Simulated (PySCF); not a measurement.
**Arsenic: a sound run and one with changed settings**

Sound run: As+ [Ar] 3d10 4s2 4p2, As(2+) [Ar] 3d10 4s2 4p1. Calculation: PySCF 2.14, in jorge-DZP-DKH; the spin-free X2C one-electron Hamiltonian (Gaussian nucleus). In the sound run the correlated levels freeze [Ar] 3d10. The sound run starts from symmetry-adapted Hartree-Fock orbitals and uses a fine grid where one is needed.

Changed run: no relativity, point nucleus. This setting is unsound on purpose.

```json
{"species": "As+", "method": "UHF", "sound run (hartree)": "-2258.54714", "changed run (hartree)": "-2228.06102", "converged": "yes"}
{"species": "As+", "method": "B3LYP", "sound run (hartree)": "-2260.27000", "changed run (hartree)": "-2229.69857", "converged": "yes"}
{"species": "As+", "method": "M06-2X", "sound run (hartree)": "-2260.33169", "changed run (hartree)": "-2229.69087", "converged": "yes"}
{"species": "As+", "method": "MP2", "sound run (hartree)": "-2258.57238", "changed run (hartree)": "-2228.08608", "converged": "yes"}
{"species": "As+", "method": "CCSD(T)", "sound run (hartree)": "-2258.58114", "changed run (hartree)": "-2228.09504", "converged": "yes"}
{"species": "As(2+)", "method": "UHF", "sound run (hartree)": "-2257.88761", "changed run (hartree)": "-2227.40002", "converged": "yes"}
{"species": "As(2+)", "method": "B3LYP", "sound run (hartree)": "-2259.59121", "changed run (hartree)": "-2229.01848", "converged": "yes"}
{"species": "As(2+)", "method": "M06-2X", "sound run (hartree)": "-2259.65819", "changed run (hartree)": "-2229.01574", "converged": "yes"}
{"species": "As(2+)", "method": "MP2", "sound run (hartree)": "-2257.91355", "changed run (hartree)": "-2227.42603", "converged": "yes"}
{"species": "As(2+)", "method": "CCSD(T)", "sound run (hartree)": "-2257.92478", "changed run (hartree)": "-2227.43776", "converged": "yes"}
```

Ionisation energy of As+:

```tsv
method	sound run (eV)	changed run (eV)
UHF	17.947	17.987
B3LYP	18.471	18.506
M06-2X	18.327	18.371
MP2	17.928	17.961
SCS-MP2	17.880	17.912
CCSD	17.859	17.884
CCSD(T)	17.860	17.885
```

Most of the change in total energy is the relativistic energy itself. On top of that the contraction fixes the core shape for the Hamiltonian it was made with, so the changed run is not a good calculation with the other Hamiltonian either.

For comparison, NIST gives 18.589 eV between the lowest levels.
